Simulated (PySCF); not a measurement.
C3H6BNO, SMILES CB1CN=CO1.

Coordinates come from a ωB97X-D3(BJ)/def2-SVP optimisation. This is a generated structure with no PubChem entry under its InChIKey; it may be hypothetical. One conformer was computed; it need not be the lowest.

The numbers are results of TDDFT-M06-2X/def2-SVPD (PySCF), not measurements.

Vertical excitations. Gas-phase values at a fixed geometry.

Computed lowest excited states:
| state | energy (eV) | λ (nm) | f | main pairs |
|---|---|---|---|---|
| S1 | 5.59 | 222 | 0.006 | HOMO→LUMO+1 77 %, HOMO→LUMO+3 13 % |
| S2 | 6.75 | 184 | 0.000 | HOMO→LUMO+3 54 %, HOMO−2→LUMO+1 26 %, HOMO→LUMO+1 11 % |
| S3 | 6.97 | 178 | 0.093 | HOMO−1→LUMO+1 92 % |
| S4 | 7.28 | 170 | 0.000 | HOMO→LUMO 88 % |
| S5 | 7.57 | 164 | 0.000 | HOMO−1→LUMO 86 % |
| S6 | 7.86 | 158 | 0.001 | HOMO−2→LUMO+1 63 %, HOMO→LUMO+3 23 % |
| S7 | 8.20 | 151 | 0.077 | HOMO−1→LUMO+3 86 % |
| S8 | 8.45 | 147 | 0.055 | HOMO→LUMO+2 77 % |
| S9 | 8.66 | 143 | 0.006 | HOMO−2→LUMO+3 46 %, HOMO−3→LUMO+1 36 % |
| S10 | 8.69 | 143 | 0.012 | HOMO−1→LUMO+2 85 % |
| T1 | 5.06 | 245 | 0 | HOMO→LUMO+1 68 %, HOMO→LUMO+3 18 % |
| T2 | 5.19 | 239 | 0 | HOMO−1→LUMO+1 65 %, HOMO−1→LUMO+3 24 % |
| T3 | 6.37 | 195 | 0 | HOMO→LUMO+3 45 %, HOMO−2→LUMO+1 26 %, HOMO→LUMO+1 18 % |
| T4 | 6.74 | 184 | 0 | HOMO−1→LUMO+3 59 %, HOMO−1→LUMO+1 26 % |
Triplets are in the Tamm–Dancoff approximation, which puts them higher than full response would, so one can lie above its singlet here.
